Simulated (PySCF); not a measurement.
B(OH) (BHO), SMILES [B]O (connectivity only; charge and spin as stated), neutral, multiplicity 1. Geometry: PBE0-D3(BJ)/def2-TZVPD. The geometry has at least one imaginary mode, so it is a saddle point at that level.

TDA-LC-ωPBE/def2-TZVPD in PySCF puts the lowest singlet excitations at 6.43, 6.43, 6.83, 7.74, 8.38, 8.38 eV.

### Question
What are the lowest excitation roots from ADC(2)/aug-cc-pVDZ in PySCF? (An estimate is asked for; the answer gives what the named calculation found.)

### Answer
6.22, 6.36, 6.36, 7.61, 7.90, 7.90 eV. S1 differs by -0.21 eV (second minus first; roots are paired by order, and the bases may differ).
